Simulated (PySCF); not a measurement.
C3H11BSi, SMILES B(C)(C)C[SiH3].

Coordinates come from a PBE0-D3(BJ)/def2-SVP optimisation. This is a generated structure with no PubChem entry under its InChIKey; it may be hypothetical. One conformer was computed; it need not be the lowest.

These are PBE/def2-TZVP in PySCF values and carry that method's errors.

Gas-phase values at a fixed geometry.

```
Item                                                                                                            Value
---------------------------------------------------------------------------------------------  ----------------------
total energy                                                                                       -434.97839 hartree
highest occupied level                                                                                       -7.09 eV
lowest empty level                                                                                           -1.40 eV
orbital gap                                                                                                   5.69 eV
dipole moment                                                                                                  0.71 D
quadrupole, principal values (traceless, Buckingham form, about the centre of nuclear charge)  -1.35, -0.31, 1.66 D·Å
mean static polarisability                                                                      81.5 bohr³ (12.08 Å³)
polarisability, principal values                                                               70.9, 79.5, 94.1 bohr³
```
